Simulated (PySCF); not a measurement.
**Bonds of Cu to H, F, Cl, Br, O, N**

PBE in PySCF with def2-TZVPPD on every atom, for the lowest determinant that a PBE0 search found; no spin–orbit coupling. D0 is De less the harmonic zero-point energy.

| X | state of CuX | D0(CuX) (eV) | D0(X₂) (eV) |
| --- | --- | --- | --- |
| H | singlet (closed shell) | 2.68 | 4.27 |
| F | singlet (closed shell) | 4.32 | 2.22 |
| Cl | singlet (closed shell) | 3.74 | 2.81 |
| Br | singlet (closed shell) | 3.42 | 2.48 |
| O | doublet (π ↑) | 3.28 | 6.13 |
| N | triplet (π ↑↑) | 2.39 | 10.42 |

Task: Give the energy of Cu + X₂ → CuX + X at 0 K for each X.

Result: H: 4.27 − 2.68 = +1.59 eV; F: 2.22 − 4.32 = -2.10 eV; Cl: 2.81 − 3.74 = -0.93 eV; Br: 2.48 − 3.42 = -0.94 eV; O: 6.13 − 3.28 = +2.85 eV; N: 10.42 − 2.39 = +8.03 eV (PBE/def2-TZVPPD; negative means exothermic).

Task: Does an atom of Cl displace N from CuN?

Result: CuN + Cl → CuCl + N has ΔE = 2.39 − 3.74 = -1.35 eV at PBE/def2-TZVPPD, so it is downhill.

Gas-phase diatomics only hint at surface chemistry, where an atom holds several bonds.

States were picked by a PBE0 search and need not be the measured ground states.
